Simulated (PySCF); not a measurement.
Breaking a bond: KH, singlet.

Method: CCSD(T) on UHF/def2-TZVP, 5 core orbitals frozen (PySCF 2.14.0).

Q: Relative to R = 2.26 Å, what are the energies at R = 2.15, 3.06, 3.37, 4.56 Å?

A: 0.7 kcal/mol at 2.15 Å, 11.7 kcal/mol at 3.06 Å, 17.8 kcal/mol at 3.37 Å, 32.8 kcal/mol at 4.56 Å.

The unrestricted determinant behind UCCSD(T) is spin-contaminated at 3.06 to 9.03 Å (<S²> up to 1.0, against 0.00 for a pure singlet).
